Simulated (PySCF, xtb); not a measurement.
BF₄, SMILES F[B-](F)(F)F, charge -1. Atoms are numbered in the order given.

```xyz
5

F      0.8165    -0.8165     0.8165
B      0.0000     0.0000     0.0000
F     -0.8165    -0.8165    -0.8165
F     -0.8165     0.8165     0.8165
F      0.8165     0.8165    -0.8165
```
Charge -1, spin multiplicity 1.

Geometry: B3LYP-D3(BJ)/def2-SVPD.

The numbers are results of PySCF with IEF-PCM-B3LYP/def2-SVPD, not measurements.

The values are the electrostatic part of the solvation free energy, E(continuum) − E(gas) at the gas-phase geometry, in a cavity of scaled van der Waals radii (PySCF's table); cavitation and dispersion terms are not included. In vacuum the orbital gap is 9.39 eV.

Computed values in water (ε = 78.36), 1-octanol (ε = 9.86), toluene (ε = 2.37):
```csv
solvent,ε,ΔG(elec) (kcal/mol),gap (eV)
water,78.36,-58.9,10.22
1-octanol,9.86,-53.6,10.15
toluene,2.37,-34.5,9.90
```

For comparison, GFN2-xTB/ALPB(water) (xtb, at the GFN2-xTB geometry, all terms of that model) gives -62.6 kcal/mol.
